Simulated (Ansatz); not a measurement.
**Forces away from equilibrium**

BSiH$_{4}$Br (SMILES [SiH3]BBr), singlet, displaced at random from a GFN2-xTB minimum.

```
7
angstrom
Si -0.6910 0.4859 -0.2309
B 0.9297 -0.5716 0.6018
Br 1.7798 -1.7569 -0.5946
H -1.7642 -0.3669 -0.6397
H -0.3359 1.3115 -1.3686
H -1.3120 1.4218 0.7777
H 1.1592 -0.5227 1.5417
```

Computed with Ansatz 0.2.0 (basis: def2-TZVPP); correlated methods freeze the cores. Filled d shells of the heavier atoms are correlated. The def2 sets are not built for correlating such inner shells, so the correlated values are less sure here.

CCSD(T) forces from the calculation:
```csv
atom,Fx,Fy,Fz (eV/Å)
Si1,0.753,0.536,1.539
B2,-3.735,0.208,-9.695
Br3,0.362,-0.224,-0.002
H4,-0.645,-0.863,-0.328
H5,0.355,0.261,-0.540
H6,0.243,-0.228,-0.183
H7,2.668,0.311,9.208
```

Root-mean-square difference of the force components from those of CCSD(T): PBE0-D4 0.067; wB97M-V 0.068; r2SCAN-D4 0.047; PBE-D4 0.119; B97M-V 0.107; BLYP-D4 0.144 eV/Å.

The T1 diagnostic stays at or below 0.012.

For scale, one of the runs: CCSD(T)/def2-TZVPP forces, 177 basis functions (an equivalent command: `ansatz run in.yaml --threads 4`). The run took 2.3 min on 4 CPU threads (shared host), with 2.9 GiB of host memory at its peak.
